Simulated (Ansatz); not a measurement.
Gas-phase reaction in SMILES: [CH2]C(C)CC(C)C → C[C](C)C(C)(C)C
Each molecule is optimised on its own at B3LYP-D3(BJ)/def2-TZVP (Ansatz, a program for electronic structure), one conformer each, not searched for the lowest. Frequencies are from Ansatz.

Wanted: isomerisation energy (enthalpy at 298 K, with B3LYP-D3(BJ) rigid-rotor harmonic-oscillator terms), in kcal/mol. Correlated levels leave the core frozen unless marked. UHF or UKS for open shells. No spin-orbit coupling. No relativistic terms. CBS marks a two-point X^-3 extrapolation of the correlation energy; Hartree-Fock from the larger set. The bracket is a focal-point correction in the basis named.

| level | program | isomerisation energy (kcal/mol) |
|---|---|---|
| HF/STO-3G | Ansatz | -5.4 |
| HF/cc-pVDZ | Ansatz | -1.8 |
| BLYP-D3(BJ)/def2-TZVPD | Ansatz + dftd3 | -6.1 |
| revPBE/def2-TZVPD | Ansatz | -4.6 |
| r2SCAN/def2-TZVPD | Ansatz | -6.0 |
| B3LYP-D4/def2-TZVPD | Ansatz + dftd4 | -5.9 |
| B3LYP/def2-TZVPD | Ansatz | -4.3 |
| PBE0/6-31G* | Ansatz | -5.9 |
| BHLYP-D4/def2-TZVPD | Ansatz + dftd4 | -5.0 |
| r2SCANh/def2-TZVPD | Ansatz | -5.8 |
| HSE06-D3(BJ)/def2-TZVPD | Ansatz + dftd3 | -5.7 |
| HSE06/def2-TZVPD | Ansatz | -5.1 |
| LC-wPBE-D3(BJ)/def2-TZVPD | Ansatz + dftd3 | -5.6 |
| LC-wPBE-D4/def2-TZVPD | Ansatz + dftd4 | -5.9 |
| wB97M-V/def2-TZVPD | Ansatz | -5.5 |
| B2GP-PLYP/def2-TZVPD | Ansatz | -4.7 |
| RI-MP2/cc-pVTZ | Ansatz | -5.1 |
| SCS-MP2/6-31G* | Ansatz | -4.9 |
| CCSD/6-31G* | Ansatz | -5.3 |
| CCSD(T)/STO-3G | Ansatz | -6.6 |
| RI-MP2/CBS(cc-pVTZ,cc-pVQZ)+[CCSD(T)-MP2]/cc-pVTZ | Ansatz | -5.1 |
